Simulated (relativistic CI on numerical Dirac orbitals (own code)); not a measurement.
## Sensitivity of the levels of Nb19+ to α and to the nuclear radius

Method of calculation: Dirac-Coulomb-Breit CI, orbitals from a KLI potential per configuration, derivatives by finite differences, unscaled Slater integrals, QED left out (own radial code, finite nucleus).

Configuration list (outside the closed core [Ne] 3s2): 3p6.3d4, 3p5.3d5, 3p6.3d3.4p, 3p6.3d2.4s.4p, 3p6.3d2.4s2, 3p6.3d.4s2.4p. Double excitations out of closed p, d and f shells are left out; levels of such configurations are missing from the list, as are those of other unlisted configurations, and high levels can miss mixing partners.

With x = (α/α₀)² − 1 an excitation energy changes as ω = ω₀ + qx; K = 2q/ω₀ is the relative enhancement. Terms are leading LS components, so labels can repeat. The field-shift factor is F = δν/δ⟨r²⟩ for the transition from the lowest level.

Lowest level 3p6.3d4 5D_0.

| Level | ω₀ (cm⁻¹) | q (cm⁻¹) | K | F (GHz/fm²) |
| --- | --- | --- | --- | --- |
| 3p6.3d4 5D_1 | 7304.5 | 13880 | 3.8 | 0.071 |
| 3p6.3d4 5D_2 | 15956.5 | 25190 | 3.16 | 0.133 |
| 3p6.3d4 5D_3 | 24421.3 | 32880 | 2.69 | 0.179 |
| 3p6.3d4 5D_4 | 32154.0 | 36710 | 2.28 | 0.207 |
| 3p6.3d4 3P_0 | 71012.9 | 11980 | 0.337 | 0.15 |
| 3p6.3d4 3H_4 | 75851.9 | 13130 | 0.346 | 0.164 |
| 3p6.3d4 3H_5 | 88822.2 | 29470 | 0.664 | 0.254 |
| 3p6.3d4 3G_3 | 92434.4 | 21000 | 0.454 | 0.22 |
| 3p6.3d4 3P_1 | 92739.5 | 30790 | 0.664 | 0.263 |
| 3p6.3d4 3H_6 | 95041.1 | 33540 | 0.706 | 0.282 |
| 3p6.3d4 3F_2 | 96387.9 | 23950 | 0.497 | 0.239 |
| 3p6.3d4 3F_4 | 104564.2 | 41630 | 0.796 | 0.328 |
| 3p6.3d4 3G_4 | 114894.7 | 36070 | 0.628 | 0.319 |

At this charge energies of transitions that change n are usually good to better than 1 %, and those within a shell (Δn = 0) to a few per cent. Terms inside the open d or f shell come out 10 to 20 % too wide with unscaled integrals.
